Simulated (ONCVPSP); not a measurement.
# bismuth: excitation energies, all-electron against ONCV

```
Element                 : bismuth (Bi)
Generator               : ONCVPSP 4.0.1
Type                    : optimised norm-conserving Vanderbilt (ONCV)
Functional              : PBE
Relativity              : scalar-relativistic
Frozen core             : [Xe] 4f14 5d10
Valence charge          : 5
Reference configuration : 6s2 6p3
Partial waves           : 6s: rc 1.90 bohr, ncon 5, nbas 8, qcut 2.8 1/bohr, 2 projectors, debl 0.6 Ha; 6p: rc 2.50 bohr, ncon 4, nbas 8, qcut 3.1 1/bohr, 3 projectors, debl 3.8 Ha; d scattering state at 0.11 Ha: rc 2.45 bohr, ncon 3, nbas 8, qcut 4.3 1/bohr, 3 projectors, debl 1.4 Ha
Local potential         : polynomial inside 1.25 bohr (lpopt 5, dvloc0 0 Ha)
Core correction         : Teter function fitted to the true core (icmod 2), fcfact 0.5
```

Energies are relative to the spin-unpolarised reference configuration 6s2 6p3; without spin polarisation the order of configurations can differ from experiment.

Q: Give the all-electron excitation energy and the error of the potential for: 6s2 6p2; 6s2 6p1; 6s2 6p0; 6s1 6p4.

A:

```json
{"valence configuration": "6s2 6p2", "charge": "+1", "ΔE all-electron (eV)": "7.913", "error AE − PS (meV)": "-7.5"}
{"valence configuration": "6s2 6p1", "charge": "+2", "ΔE all-electron (eV)": "23.160", "error AE − PS (meV)": "-58"}
{"valence configuration": "6s2 6p0", "charge": "+3", "ΔE all-electron (eV)": "46.504", "error AE − PS (meV)": "-232"}
{"valence configuration": "6s1 6p4", "charge": "0", "ΔE all-electron (eV)": "10.083", "error AE − PS (meV)": "-24"}
```

Note: ghosts flagged at negative energy: s at -105.1 eV, d at -274.0 eV, d at -18.0 eV; GHOST(+) flagged for p at 116.8 eV. A true bound ghost makes a file unfit for plane-wave use.
